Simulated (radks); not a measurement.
Coherent X-ray form factor from a spherical all-electron density. All-electron calculation, Dirac Kohn-Sham, LDA (Slater exchange, Perdew-Wang correlation), spin-unpolarised, spherical densities, finite nucleus; Fermi nuclear charge, rms radius of each element as measured or else 0.836 A^(1/3) + 0.57 fm. Program: a radial shooting solver on a logarithmic mesh with Libxc functionals.

sin(theta)/lambda (1/angstrom),f0 (electrons)
0.05,26.632
0.1,25.610
0.15,24.131
0.2,22.404
0.25,20.597
0.3,18.818
0.4,15.581
0.5,12.934
0.6,10.900
0.8,8.319
1,6.958
1.25,5.938
1.5,5.115
2,3.632

The species is in the configuration that NIST lists as its ground one. Which atom or ion scatters so?

Answer. The nickel ion Ni+, [Ar] 3d9. Extrapolating in s^2 from the first two rows gives f0(0) = 27.0, near the electron count 27; among species with that count, the fall with angle is slower the higher Z, and the table is that of Z = 28; from so few rows the species is fixed only to a neighbour or two.
